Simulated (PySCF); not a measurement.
# Working out the ionisation energy of Au

Au [Xe] 4f14 5d10 6s1 (2S) → Au⁺ [Xe] 4f14 5d10 (1S). Computed with PySCF 2.14 in aug-cc-pVTZ-PP with ECP60MDF (6s6p5d3f2g, 88 functions), with scalar relativity through the core potential. Frozen: 5s2 5p6. Energies in hartree (1 hartree = 27.21139 eV):

```csv
part,Au (lower),Au⁺ (upper)
UHF,-134.781737,-134.499459
CCSD correlation,-0.361220,-0.315727
(T),-0.017499,-0.013032
```

Problem. What does Hartree-Fock give?

Solution. (-134.499459) − (-134.781737) = 0.282278 hartree = 7.681 eV.

Problem. What do CCSD and CCSD(T) give?

Solution. The CCSD correlation energies differ by 0.045493 hartree = 1.238 eV and the triples by 0.004467 hartree = 0.122 eV, so CCSD gives 8.919 eV and CCSD(T) 9.041 eV.

Measured between the centres of the two terms (NIST): 9.226 eV, so CCSD(T) (valence) is off by -0.185 eV.

What remains against the reference includes basis incompleteness, the frozen core and higher excitations.
